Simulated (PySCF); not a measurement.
# Computed data sheet: `O=C(c1ccccc1)c1cccs1`

C11H8OS.
SMILES with atom numbers: `[O:1]=[C:2]([c:3]1[cH:4][cH:5][cH:6][cH:7][cH:8]1)[c:9]1[cH:10][cH:11][cH:12][s:13]1` (hydrogens: H14 on C4; H15 on C5; H16 on C6; H17 on C7; H18 on C8; H19 on C10; H20 on C11; H21 on C12)

Cartesian coordinates in Å at the PBE0-D3(BJ)/def2-SVP level; atoms count from 1:
```xyz
21
C11H8OS angstrom
O      0.3698   -2.0192    1.2452
C      0.3433   -0.9585    0.6508
C     -0.9349   -0.4586    0.0576
C     -1.2526    0.9003   -0.0584
C     -2.4832    1.2898   -0.5839
C     -3.4005    0.3286   -1.0031
C     -3.0959   -1.0283   -0.8769
C     -1.8758   -1.4187   -0.3383
C      1.5964   -0.1876    0.4946
C      2.7588   -0.4733    1.1816
C      3.8465    0.3449    0.7998
C      3.5027    1.2352   -0.1903
S      1.8628    1.0884   -0.6482
H     -0.5526    1.6616    0.2911
H     -2.7282    2.3517   -0.6601
H     -4.3615    0.6367   -1.4222
H     -3.8178   -1.7835   -1.1964
H     -1.6233   -2.4731   -0.2096
H      2.7894   -1.2660    1.9296
H      4.8472    0.2812    1.2287
H      4.1396    1.9737   -0.6768
```

Among its groups: ketone, benzene ring and aromatic ring with sulfur.

From PBE0-D3(BJ)/def2-SVP geometry optimisation, gas phase (PySCF):

| Property | Result |
| --- | --- |
| Point group | C1 |
| Rotational constants A, B, C | 1.700, 0.455, 0.375 GHz |

wB97X-D/def2-SVPD ground state and vertical TDDFT (core frozen in the response) (PySCF):

| Property | Result |
| --- | --- |
| Dipole moment | 2.88 D |
| HOMO energy | -8.99 eV |
| LUMO energy | -0.44 eV |
| HOMO–LUMO gap | 8.55 eV |
| Lowest singlet excitation | 3.84 eV (323 nm, f = 0.001) |
| Strongest line among the 10 lowest singlet transitions | S2 at 4.73 eV (262 nm, f = 0.310) |
| Lowest triplet excitation (Tamm–Dancoff) | 3.17 eV |
| Static isotropic polarisability | 148.5 au |
| Electronic spatial extent ⟨r²⟩ about the centre of nuclear charge | 2859 bohr² |

HF/pcSseg-1 ground state and GIAO shieldings, non-relativistic (PySCF):

| Property | Result |
| --- | --- |
| 13C chemical shifts (computed TMS as zero) by class | 191.5 (C2), 148.2 (C12), 147.2 (C10), 146.0 (C9), 142.1 (C3), 142.0 (C6), 140.2 (C4/C8), 133.6 (C5/C7), 131.8 (C11) ppm |
| 1H chemical shifts (computed TMS as zero) by class | 8.78 (H19), 8.49 (H14/H18), 7.82 (H16), 7.72 (H21), 7.64 (H15/H17), 7.33 (H20) ppm |
| Isotropic shieldings of nuclei other than C and H, by class | -250 (O1), 333 (S13) ppm |

Monoisotopic mass from the formula: 188.0296 u.

The polarisability is 22.00 Å³ as a volume (1 au = 0.148185 Å³), or 1.52 au for each of the 98 electrons. S1 lies 4.71 eV below the HOMO–LUMO gap. The principal polarisabilities are 91.2, 148.2 and 206.0 au; their mean is the isotropic value. A dipole of 2.88 D is allowed in C1, and pure rotational transitions are dipole-allowed. The dipole equals about 9.6 × 10⁻³⁰ C·m (1 D = 3.33564 × 10⁻³⁰ C·m). With B = h/(8π²I), that is 505.379 GHz u Å² over I, the principal moments of inertia are 297.3, 1110.2 and 1348.4 u Å² (most abundant isotopes). No computed singlet falls in the visible range (750 to 380 nm, 1.65 to 3.26 eV); S1 lies 0.58 eV above its blue end.

 NMR classes are plain means over equivalent atoms (diastereotopic ones count apart unless rotation or inversion swaps them), as if these changed places fast; in this geometry the members of some classes differ.

One conformer stands for the species.
